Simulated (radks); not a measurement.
Species: Ru12+. Configuration: [Ar] 3d10 4s2 4p2.

Method: Dirac Kohn-Sham, LB94 model potential, spin-unpolarised, spherical densities, finite nucleus; open shells fill j = l - 1/2 first; Fermi nuclear charge, rms radius 4.4809 fm; computed with a radial shooting solver on a logarithmic mesh with Libxc functionals.

Energy parts (hartree):
part                    energy
kinetic             4683.77262
electron-nucleus  -10565.15419
Hartree             1522.73426
(The LB94 potential has no energy functional, so no total or exchange-correlation energy is given.)

Orbitals (lengths in bohr, moments of r in powers of bohr; <r^-3> diverges for s and p1/2; r(max) is where P^2 peaks):
orbital  occ.  eigenvalue (hartree)   r(max)  <r^-3>
1s1/2       2             -819.9649  0.02171       -
2s1/2       2             -126.5971   0.1229       -
2p1/2       2             -117.9232  0.09524       -
2p3/2       4             -113.0445  0.09927    2832
3s1/2       2             -30.08110   0.3612       -
3p1/2       2             -26.68360   0.3475       -
3p3/2       4             -25.85167   0.3572   489.9
3d3/2       4             -19.83094   0.2964   74.66
3d5/2       6             -19.66486   0.2992   70.81
4s1/2       2             -11.23790   0.8613       -
4p1/2       2             -10.08723   0.8888       -
4p3/2       0              -9.89937   0.9079   111.4

The highest occupied level is 4p1/2 at -274.49 eV. The electron density at the nucleus is 1.102e+05 e/bohr^3. The density falls to 0.001 e/bohr^3 at r = 2.02 bohr. Summed over all electrons, <r^2> = 7.244 bohr^2, which gives a Langevin (diamagnetic) susceptibility term of -5.74 x 10^-6 cm^3/mol.
